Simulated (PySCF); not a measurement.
WO3, SMILES [O]=[W](=[O])=[O], multiplicity 1. Atoms are numbered in the order given.

```xyz
4

W      0.0000     0.0000     0.0000
O      1.7497     0.0000     0.0000
O     -0.8749    -1.5153     0.0000
O     -0.8749     1.5153     0.0000
```

The structure is a stationary point at PBE-D3(BJ)/def2-TZVP. The geometry has at least one imaginary mode, so it is a saddle point at that level. The spin state was assumed, not searched. The isomer is the one that the SMILES or the coordinates give; other isomers of the formula were not compared. The def2 effective core potentials stand for the cores of W; spin–orbit coupling is left out.

All values below come from TDA-PBE/def2-SVPD in PySCF.

Vertical excitations; the highest root listed may be one member of a degenerate set.  State labels are in the subgroup C2v.

```
state  symmetry  energy (eV)  λ (nm)      f                                                main pairs
-----  --------  -----------  ------  -----  --------------------------------------------------------
S1           B1         0.98    1269  0.000                                         HOMO−2→LUMO 100 %
S2           A1         1.03    1203  0.003                                HOMO→LUMO (degenerate set)
S3           B1         1.03    1203  0.003                              HOMO−1→LUMO (degenerate set)
S4           B2         1.88     659  0.016                                         HOMO−3→LUMO 100 %
S5           A1         3.51     353  0.000                                          HOMO−4→LUMO 96 %
S6           A2         3.61     343  0.000                              HOMO−5→LUMO (degenerate set)
S7           B2         3.61     343  0.000                              HOMO−6→LUMO (degenerate set)
S8           B1         4.01     309  0.000                              HOMO−7→LUMO (degenerate set)
S9           A1         4.01     309  0.000                              HOMO−8→LUMO (degenerate set)
S10          B2         4.06     306  0.000  HOMO−1→LUMO+2 37 %, HOMO→LUMO+1 37 %, HOMO−2→LUMO+2 25 %
T1           A1         0.81    1527      0                                HOMO→LUMO (degenerate set)
T2           B1         0.81    1527      0                              HOMO−1→LUMO (degenerate set)
T3           B1         0.91    1356      0                                         HOMO−2→LUMO 100 %
T4           B2         1.62     766      0                                         HOMO−3→LUMO 100 %
```
Triplets are in the Tamm–Dancoff approximation.
